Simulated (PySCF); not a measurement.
CH4SZn.

```xyz
7

Zn    -0.0964    -1.0478     0.0000
H     -0.6656    -2.4783     0.0000
S      0.7323     0.9708     0.0000
C     -0.8048     1.9637     0.0000
H     -1.4151     1.7894     0.8975
H     -0.4993     3.0194     0.0000
H     -1.4151     1.7894    -0.8975
```
Charge 0, spin multiplicity 1.

Geometry: PBE0-D3(BJ)/def2-SVP.

Level of theory: PBE0/pcSseg-1 (PySCF). Non-relativistic, no solvent.

Computed absolute GIAO shielding of each atom: isotropic value and principal components (ppm):
| atom | σ(iso) | σ11 | σ22 | σ33 | span |
|---|---|---|---|---|---|
| Zn1 | 1643.6 | 1191.8 | 1281.3 | 2457.6 | 1265.7 |
| H2 | 26.5 | 19.0 | 19.5 | 41.0 | 22.0 |
| S3 | 689.7 | 628.8 | 631.6 | 808.7 | 179.9 |
| C4 | 175.3 | 165.1 | 170.0 | 190.6 | 25.4 |
| H5 | 29.3 | 23.0 | 27.5 | 37.4 | 14.4 |
| H6 | 29.5 | 23.7 | 26.6 | 38.1 | 14.4 |
| H7 | 29.3 | 23.0 | 27.5 | 37.4 | 14.4 |
